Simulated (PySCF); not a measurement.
## A small calculation by hand: dipole moment from atomic charges

C3HBrClF, SMILES FC(Cl)=C=CBr. Atoms are numbered in the order given.

```xyz
7

F     -2.3700    -1.4251     0.4518
C     -1.7005    -0.5129    -0.2419
Cl    -2.7353     0.7089    -0.8837
C     -0.4030    -0.5471    -0.4306
C      0.8894    -0.5428    -0.6080
Br     2.1060     0.3264     0.5737
H      1.4047    -1.0324    -1.4412
```
Charge 0, spin multiplicity 1.

Geometry: r2SCAN-D4/def2-SVP.

Charges (e) from r2SCAN/def2-TZVP run with PySCF:

| atom | Mulliken | ESP fit |
|---|---|---|
| F1 | -0.149 | -0.065 |
| C2 | 0.143 | 0.079 |
| Cl3 | -0.039 | -0.013 |
| C4 | 0.038 | 0.045 |
| C5 | -0.134 | -0.258 |
| Br6 | -0.032 | -0.012 |
| H7 | 0.172 | 0.223 |

The dipole moment of the full density is 1.08 D.

### Question
What dipole moment does each set of point charges give, and which comes closer to that of the density?

### Answer

μ = Σ q r, and 1 e Å = 4.8032 D.
Mulliken: Σ q r = (0.256, -0.025, -0.269) e Å, |μ| = 1.79 D.
ESP fit: Σ q r = (0.096, -0.076, -0.228) e Å, |μ| = 1.24 D.
ESP fit comes closer in size. Point charges leave out the atoms' own dipoles (lone pairs, polarised bonds); fits to the potential absorb them, partitions of the density don't.
